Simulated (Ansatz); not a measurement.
Ideal-gas functions of GeH4Se4 (`[SeH][Ge]([SeH])([SeH])[SeH]`) at 298.15 K and 1 bar, from an Ansatz frequency run at PBE0-D4/def2-TZVP.

Molar mass 392.48 g/mol, point group C2 (symmetry number 2), electronic degeneracy 1, moments of inertia 1140.327, 1167.717, 1257.59 u Å². Harmonic wavenumbers (cm⁻¹, unscaled): 55, 62, 70, 88, 92, 104, 144, 194, 210, 233, 300, 311, 313, 625, 648, 649, 684, 2434, 2434, 2444, 2445.

Use S(trans) = R[1.5 ln M + 2.5 ln T − 1.1517]; rotational temperatures θ = 24.2544 K / I; S(rot) = R[ln(√π/σ · √(T³/θAθBθC)) + 1.5]; for each mode x = 1.438777 ν̃/T, S = R[x/(eˣ − 1) − ln(1 − e⁻ˣ)] and H = RT x/(eˣ − 1); 1 cm⁻¹ = 0.0119627 kJ/mol; R = 8.31446 J/(mol·K).

Q: By hand: the entropy, in J/(mol·K).

A: Translation 183.3. Rotation: θ = 0.0213, 0.0208, 0.0193 K, giving 131.0. Vibration, mode by mode: 19.37, 18.38, 17.38, 15.50, 15.13, 14.13, 11.51, 9.16, 8.55, 7.76, 5.93, 5.68, 5.63, 1.71, 1.57, 1.56, 1.36, 0.00, 0.00, 0.00, 0.00, in all 160.3. Electronic 0.0. Sum 474.6 J/(mol·K).

Q: By hand: H − E and G − E in kJ/mol, counted from the electronic energy.

A: Zero-point energy ½ × 14539 × 0.0119627 = 87.0; thermal vibration 22.9; translation, rotation and pV give 4 RT = 9.9. H − E = 119.8 kJ/mol, and G − E = 119.8 − 298.15 × 474.6/1000 = -21.7 kJ/mol.

Vibration gives 34 % of the entropy, 111.4 J/(mol·K) of it from the modes under 150 cm⁻¹: soft modes count most, and the harmonic formula is weakest for them. The sum counts one conformer and one mirror image; others add a mixing term.
